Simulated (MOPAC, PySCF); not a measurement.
Constitutional and geometric isomers with formula C2H7B. Gas-phase values, no solvent. One relaxed conformer stands for each flexible species; it need not be the lowest. Strings in code marks are SMILES.

Quantity: electronic energy of isomers of C2H7B relative to `CBC`, in eV. Semi-empirical values (MOPAC) are differences of heats of formation.

Level 1: BP86/6-31G* // r2SCAN-D4/def2-TZVP (PySCF)
Level 2: PBE/6-31G* // r2SCAN-D4/def2-TZVP (PySCF)
Level 3: AM1 // r2SCAN-D4/def2-TZVP (MOPAC)
Level 4: PM7 // r2SCAN-D4/def2-TZVP (MOPAC)

```json
[
 {"species": "`BCC`", "level 2": "0.61", "level 3": "0.44", "level 4": "0.46"}
]
```

Task: What does level 1 give for each?

Result: 
- `BCC`: 0.60
